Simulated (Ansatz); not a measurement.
`CC(F)(F)OCF`. Total charge 0; spin multiplicity 1. The structure was optimised at the PBE0-D4/def2-TZVP level. It is one conformer, not always the lowest.

```xyz
12

C    -1.191   -1.278    0.473
C     0.045   -0.553    0.042
F     1.021   -0.654    0.978
F     0.573   -1.127   -1.077
O    -0.240    0.761   -0.212
C     0.839    1.595   -0.493
F     1.272    2.202    0.650
H    -0.947   -2.324    0.650
H    -1.946   -1.203   -0.308
H    -1.570   -0.828    1.390
H     0.470    2.368   -1.167
H     1.674    1.041   -0.925
```

(1) What is the dipole moment at ωB97M-V/def2-TZVPP? (An estimate is asked.)

(2) And with PBE, r2SCAN, B3LYP? (Best estimate.)

(3) Give the Mulliken charges with ωB97M-V, r2SCAN, B3LYP in def2-TZVPP. (An estimate is asked.)

Results:

(1) The calculation gave: 1.77 D, with components (-1.37, -0.46, -1.03) D in this frame, pointing from negative to positive charge.

(2) Computed: PBE 1.68 D, r2SCAN 1.75 D, B3LYP 1.79 D.

(3) The calculation gave: 
```tsv
atom	ωB97M-V	r2SCAN	B3LYP
C1	-0.28	-0.15	-0.25
C2	0.43	0.48	0.49
F3	-0.18	-0.20	-0.20
F4	-0.20	-0.21	-0.21
O5	-0.26	-0.28	-0.28
C6	0.13	0.25	0.17
F7	-0.21	-0.22	-0.22
H8	0.11	0.06	0.10
H9	0.12	0.07	0.10
H10	0.12	0.07	0.10
H11	0.11	0.05	0.11
H12	0.11	0.07	0.10
```

B3LYP here is the variant with VWN-RPA as its local correlation; programs differ in this.
